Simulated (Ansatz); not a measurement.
The first iterations of a band of ClF₃H₂SZr (8 atoms, charge 0, multiplicity 1).

The calculation used RKS PBE/def2-SVP (Ansatz).

- movable images: 9
- climbing image: yes
- spring: 5.0 eV/Å²
- optimiser: quadratic models (default)
- start path: through a guess of the saddle point
- force threshold: 0.05 eV/Å
- iteration limit: 60
- end points: relaxed

First end point:

```xyz
8
Properties=species:S:1:pos:R:3
Zr 0.021 0.050 0.042
Cl 0.364 -0.050 2.402
F 1.807 -0.079 -0.608
F -0.501 1.744 -0.672
F -0.757 -1.495 -0.788
S -2.893 0.169 0.903
H -3.137 -1.148 0.654
H -2.664 -0.062 2.226
```

Last end point:

```xyz
8
Properties=species:S:1:pos:R:3
Zr -0.179 0.438 -0.019
Cl -0.234 1.857 1.895
F 0.338 -1.379 0.308
F 1.353 1.086 -0.950
F -1.533 0.675 -1.355
S -2.647 -0.579 1.327
H -2.818 -1.725 0.607
H -2.039 -1.246 2.347
```

| iteration | highest image above the first end (eV) | largest band force component (eV/Å) |
| --- | --- | --- |
| 1 | 13.529 | 34.129 |
| 2 | 2.573 | 7.893 |
| 3 | 1.119 | 4.250 |
| 4 | 0.668 | 1.380 |
| 5 | 0.392 | 0.966 |

Does the band converge within its limit, and where does its top end?

The run converged. It ended after 17 iterations with the highest image 0.235 eV above the first end. A vibrational analysis at the climbing image gives one clearly imaginary mode, 48i cm⁻¹: a first-order saddle point.

Time of the run: 4.4 min on 4 threads of Arm Neoverse V1, on a shared host, peak memory 0.18 GiB.
